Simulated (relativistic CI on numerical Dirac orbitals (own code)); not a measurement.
Ce⁺: what numerical and physical settings do to a radial Dirac CI calculation

Reference input:

```
atom Ce  Z=58  charge=1  electrons=57
nucleus A=140  rms_radius_fm=4.8771
hamiltonian dirac-coulomb  breit=on  qed=on  c_scale=1
orbitals kli  potential=per-configuration
slater_scale 1
correlation none
mixing on
grid step=0.0125 r_max=129.7
scf mixing=0.4 start=green max_iterations=150 tolerance=2e-08 node_fill=0.05
configurations
  [Xe] 4f 5d2
  [Xe] 4f 6s2
  [Xe] 4f2 6s
  [Xe] 4f2 5d
  [Xe] 4f 5d 6p
end
```

Computed lowest total energy -8848.59585 Ha, first excitation 904.5 cm⁻¹, 69 SCF steps. Runs with settings changed; * marks those that are bad on purpose (the QED terms keep the true α when c is scaled):

```
                                Changed        Outcome  Lowest level    ΔE (Ha)  First excitation (cm⁻¹)  SCF steps                                                                       Message
                     iteration limit 30      converged  4f5d² ⁴H°7/2          0                    904.5         69                                                                              
SCF tolerance 1e-05, iteration limit 30      converged  4f5d² ⁴H°7/2  -5.07e-08                    904.5         54                                                                              
       node fill of the KLI weights 0.2      converged  4f5d² ⁴H°7/2     0.0028                    980.6         75                                                                              
                       Slater scale 0.5      converged  4f5d² ⁴H°7/2     0.0234                    720.2         69                                                                              
                    iteration limit 6 *  not converged                                                            6  SCF of 1s2 2s2 2p6 3s2 3p6 3d10 4s2 4p6 4d10 4f 5s2 5p6 5d2 did not converge
                 speed of light × 0.4 *      converged  4f6s² ²F°7/2      -4650                    410.2         82                                   orbitals of one symmetry overlap by 1.1e-02
```

With so few configurations and no correlation, terms lie too far apart (by 10 to 50 % near neutrality), their order can be wrong, and levels of other configurations are missing.
